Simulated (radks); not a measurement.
Q: Successive ionisation energies (eV) of one element, from differences of total energies of ions in their ground configurations, starting at charge 0: 9.274, 17.126, 38.007, 54.057, 71.332, 89.687, 109.02. Method: Dirac Kohn-Sham, PBE, spin-unpolarised, spherical densities, finite nucleus; open shells are shared between the two j in proportion to 2j + 1; Fermi nuclear charge, rms radius 4.6087 fm; computed with a radial shooting solver on a logarithmic mesh with Libxc functionals. Which element is it?

A: Cadmium (Z = 48). The first species listed is Cd in [Kr] 4d10 5s2, the last Cd6+ in [Kr] 4d6.
